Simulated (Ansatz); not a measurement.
C2H9AlGe, SMILES `[AlH2][CH2][CH2][GeH3]`, relaxed with RKS PBE-D4/def2-SVP in Ansatz 0.2.0 from a rough embedded geometry. The force threshold is 0.03 eV/Å; the program also tests the step.

Total charge 0; spin multiplicity 1.

Start:

```xyz
13

Al   -2.463   -0.177    0.279
C    -0.634    0.485    0.371
C     0.289   -0.463   -0.321
Ge    2.173    0.093   -0.221
H    -3.328   -0.454    1.647
H    -3.239   -0.393   -1.137
H    -0.338    0.555    1.438
H    -0.578    1.436   -0.106
H     0.255   -1.502    0.109
H     0.032   -0.593   -1.425
H     2.557    0.298    1.236
H     2.240    1.527   -0.932
H     3.034   -0.811   -0.939
```

(1) By how much does the energy fall, and how many steps does the optimiser take? (An estimate is asked.)

(2) Which bonds change most? (Estimate.)

(3) Give the relaxed structure. (Best estimate.)

Results:

(1) The calculation gave: 31.69 kJ/mol, in 18 steps, 1 of them rejected.

(2) Computed: Ge4–H13 from 1.440 to 1.556 Å; C2–H8 from 1.066 to 1.117 Å; C2–C3 from 1.493 to 1.539 Å; Ge4–H12 from 1.602 to 1.556 Å.

(3) The calculation gave: 
```xyz
13

Al   -2.578   -0.164    0.318
C    -0.666    0.332    0.451
C     0.322   -0.468   -0.417
Ge    2.189    0.176   -0.281
H    -3.651    0.522    1.296
H    -3.068   -1.235   -0.776
H    -0.378    0.291    1.528
H    -0.613    1.422    0.211
H     0.322   -1.544   -0.142
H     0.039   -0.435   -1.491
H     2.661    0.106    1.200
H     2.260    1.661   -0.740
H     3.162   -0.664   -1.157
```
